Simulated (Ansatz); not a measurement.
**Energy profile**

The step: SiH₄O ([OH][SiH3]) + HF + HF → SiH₃OF ([OH][SiH2][F]) + HF + H₂; bonds formed: Si1–F7, H2–H8, H6–F9; bonds broken: Si1–H2, H6–F7, H8–F9 (atoms numbered as in the saddle structure below).

```xyz
10
angstrom
Si 0.7032 0.3962 -0.0306
H -0.9709 0.3448 -0.1644
H 1.3355 -0.5921 -0.9270
H 1.2652 1.0194 1.1742
O 0.6046 1.7721 -0.9606
H -0.6682 -1.5183 0.9748
F 0.4052 -1.1051 1.1400
H -1.3665 -0.4463 0.0968
F -1.7105 -1.5404 0.5891
H 0.4024 1.6698 -1.8924
```

Electronic energies by CCSD(T) at an estimated basis limit (MP2 extrapolated from triple and quadruple zeta, plus CCSD(T) − MP2 in triple zeta), on PBE0-D4/def2-TZVP structures; SiH6OF2, closed shell; no counterpoise correction. Program: Ansatz 0.2.0. Basis: def2-TZVPP and def2-QZVPP. Cores are frozen in the correlated methods. Extrapolation: Hartree–Fock as exp(−7.88 √X), correlation as X^−2.97.

Task: Give the profile in kJ/mol, counted from the separated reactants. (An estimate is asked for; the value comes from the calculation.)

Result: By the calculation:
```json
{"point": "separated: SiH4O (linked as [OH][SiH3]; Si1, H2, H3, H4, O5, H10; singlet) + HF (H6, F7; singlet) + HF (H8, F9; singlet)", "kJ/mol": "0.0"}
{"point": "start structure", "kJ/mol": "-32.6"}
{"point": "saddle", "kJ/mol": "90.5"}
{"point": "end structure", "kJ/mol": "-164.9"}
{"point": "separated: SiH3OF (linked as [OH][SiH2][F]; Si1, H3, H4, O5, F7, H10; singlet) + H2 (H2, H8; singlet) + HF (H6, F9; singlet)", "kJ/mol": "-136.1"}
```

The T1 diagnostic stays at or below 0.013.

For scale, one of the runs: CCSD(T)/def2-TZVPP, 219 basis functions, launched by `ansatz run in.yaml --threads 4 --pin off --events-out ev --progress --plain --max-ram 9574MiB`. Hardware: 4 CPU threads of an Arm Neoverse V1, shared host. Wall time 90 s; peak host memory 3.5 GiB.
